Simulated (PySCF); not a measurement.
SCF from a fresh guess for singlet TeNI₃, at the PBE0 minimum. PySCF input:

```python
from pyscf import gto, scf, dft
mol = gto.M(atom='''
Te     0.000000    -0.792280    -0.560401
N      0.000000    -2.269185    -1.605055
I      2.087397    -0.341954     1.234292
I     -2.087397    -0.341954     1.234292
I     -0.000000     1.745875    -1.717427''',
    basis={'Te': 'def2-SVP', 'N': 'def2-SVP', 'I': 'def2-SVP'},
    ecp={'Te': 'def2-SVP', 'I': 'def2-SVP'},
    charge=0, spin=0)
mf = dft.RKS(mol, xc='PBE0')
mf.grids.atom_grid = (50, 194)
aux = {'Te': 'def2-universal-JKFIT', 'N': 'def2-universal-JKFIT', 'I': 'def2-universal-JKFIT'}
mf = mf.density_fit(auxbasis=aux)
mf.conv_tol = 1e-08
mf.diis_space = 10
mf.max_cycle = 60
mf.init_guess = 'huckel'
mf.verbose = 4
mf.kernel()
```

Excerpt of the output (cycles and frontier levels):

```
init E= -1214.80018833633
  HOMO = -0.352973348806557  LUMO = -0.31385077217478  gap/eV = 1.06458
cycle= 1 E= -1211.56075600246  delta_E= 3.24  |g|= 3.28  |ddm|= 6.43
cycle= 2 E= -1202.96015671026  delta_E=  8.6  |g|= 5.31  |ddm|= 10.7
  HOMO = -0.257828604040855  LUMO = -0.168932405231867  gap/eV = 2.41899
cycle= 3 E= -1215.18269292594  delta_E= -12.2  |g|= 1.28  |ddm|= 8.05
  HOMO = -0.231720111484068  LUMO = -0.202925482100143  gap/eV = 0.78354
cycle= 4 E= -1215.16895687983  delta_E= 0.0137  |g|= 1.28  |ddm|= 2.27
  HOMO = -0.270379697976249  LUMO = -0.183328132308047  gap/eV = 2.36879
cycle= 5 E= -1215.63541022087  delta_E= -0.466  |g|= 0.492  |ddm|= 1.28
  HOMO = -0.290839864912051  LUMO = -0.205044134237564  gap/eV = 2.33462
cycle= 6 E= -1215.66602811288  delta_E= -0.0306  |g|= 0.382  |ddm|= 0.526
  HOMO = -0.282901675166748  LUMO = -0.195252793225498  gap/eV = 2.38505
cycle= 7 E= -1215.70442227693  delta_E= -0.0384  |g|= 0.0783  |ddm|= 0.495
  HOMO = -0.28343280920568  LUMO = -0.195086829139289  gap/eV = 2.40402
cycle= 8 E= -1215.70601759817  delta_E= -0.0016  |g|= 0.0464  |ddm|= 0.217
  HOMO = -0.285738850834593  LUMO = -0.197174574678  gap/eV = 2.40996
cycle= 9 E= -1215.70679270684  delta_E= -0.000775  |g|= 0.0133  |ddm|= 0.08
  HOMO = -0.285458715279434  LUMO = -0.197185126082562  gap/eV = 2.40205
cycle= 10 E= -1215.7068445758  delta_E= -5.19e-05  |g|= 0.000869  |ddm|= 0.0148
  HOMO = -0.285385072650674  LUMO = -0.197149668998671  gap/eV = 2.40101
cycle= 11 E= -1215.70684490238  delta_E= -3.27e-07  |g|= 0.000599  |ddm|= 0.00252
  HOMO = -0.285415215693223  LUMO = -0.19715287662356  gap/eV = 2.40174
cycle= 12 E= -1215.70684504694  delta_E= -1.45e-07  |g|= 0.000131  |ddm|= 0.00131
  HOMO = -0.28541492216514  LUMO = -0.197154956353653  gap/eV = 2.40168
cycle= 13 E= -1215.70684506131  delta_E= -1.44e-08  |g|= 5.18e-05  |ddm|= 0.000681
  HOMO = -0.285412770753004  LUMO = -0.197154807000473  gap/eV = 2.40162
cycle= 14 E= -1215.70684506243  delta_E= -1.12e-09  |g|= 1.06e-05  |ddm|= 0.000131
  HOMO = -0.285411173409491  LUMO = -0.19715486204057  gap/eV = 2.40158
Extra cycle  E= -1215.70684506202  delta_E= 4.01e-10  |g|= 4.12e-05  |ddm|= 6.12e-05
converged SCF energy = -1215.70684506202
```

No lower solution of this spin was found by a stability analysis within the restricted form, which does not test spin polarisation.

The search for the lowest solution, with the stability check, took 14 s on 4 threads of a shared Arm Neoverse N1 host, with 118 basis functions; the process peaked at 0.44 GiB. Launch command: `OMP_NUM_THREADS=4 python axn.py task.json out`.
